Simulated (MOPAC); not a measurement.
MOPAC input (AM1):

```
AM1 PRECISE GNORM=0.05 LET XYZ CHARGE=-1 GEO-OK AUX(PRECISION=9) THREADS=1
CH2N

C    -0.47162423 1    0.09897286 1    0.04953549 1
N     0.72987879 1   -0.15316896 1   -0.07666040 1
H    -1.32838249 1   -0.67059574 1    0.14103533 1
H    -0.95102367 1    1.14894128 1    0.09837455 1
```

**Question.** What heat of formation does the run end on?

**Answer.** 46.38 kcal/mol.
